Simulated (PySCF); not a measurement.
Vertical excitations of a molecule C2H3ClF2Si from TDA-PBE/def2-SVPD (PySCF), as energy in eV (oscillator strength): 6.09 (0.021), 6.11 (0.038), 6.57 (0.006), 7.16 (0.022), 7.55 (0.016), 7.64 (0.331), 7.84 (0.005), 7.89 (0.073), 7.96 (0.026), 7.99 (0.043). Lowest triplet (TDA): 4.30 eV. Geometry optimised at B3LYP-D3(BJ)/def2-SVP. The values are those of a single conformer.

Question: Identify the compound among the candidates.
(A) FC(F)=C[SiH2]Cl
(B) F[SiH2]/C=C(/F)Cl
(C) F/C=C\[Si@H](F)Cl
(D) C=C[Si](F)(F)Cl

Answer: D, C=C[Si](F)(F)Cl
